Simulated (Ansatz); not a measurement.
Reaction (adduct formation): NH₃ + `ClB(Cl)Cl` → `[NH3+][B-](Cl)(Cl)Cl`

Computed with Ansatz on PBE0-D4/def2-TZVP structures; ΔE is electronic, products minus reactants. CCSD(T)/CBS is the MP2 limit (def2-TZVPP, def2-QZVPP) plus CCSD(T) − MP2 in def2-TZVPP, frozen cores. This one scheme is used for every species. DFT in def2-TZVPP. B3LYP here is the variant with VWN-RPA as its local correlation; programs differ in this. HSE06 is defined as in plane-wave codes. One conformer a species, not always the lowest.

```csv
level,ΔE (kcal/mol),difference from CCSD(T)/CBS
revPBE-D4,-26.0,1.4
r2SCAN-D4,-26.6,0.8
PBE0-D4,-28.3,-0.9
HSE06-D4,-28.2,-0.8
ωB97M-V,-27.4,0.0
PBE,-23.5,3.9
BLYP,-16.8,10.6
r2SCAN,-26.0,1.4
B3LYP,-20.6,6.8
r2SCANh,-26.7,0.7
BHLYP,-24.0,3.4
RPA@PBE/def2-TZVPP,-23.7,3.7
HF/def2-SVP,-25.2,2.2
CCSD/def2-SVP,-27.7,-0.3
MP2/def2-QZVPP,-28.6,-1.2
CCSD/CBS(def2),-26.9,0.5
CCSD(T)/CBS,-27.4,0
```

Largest T1 diagnostic among the species: 0.011.

From BLYP to BHLYP (50 % exact exchange), in def2-TZVPP and without D4, ΔE moves by −7.1 kcal/mol. In def2-TZVPP, CCSD(T) changes the Hartree–Fock value by −5.9 kcal/mol (the triples alone add −0.5 kcal/mol) and MP2 by −7.7 kcal/mol. The D4 term adds −4.0 kcal/mol with B3LYP and −2.1 kcal/mol with PBE0; it sums over pairs of atoms, weighted by their polarisabilities, and B3LYP, whose exchange is more repulsive, gets the larger term.
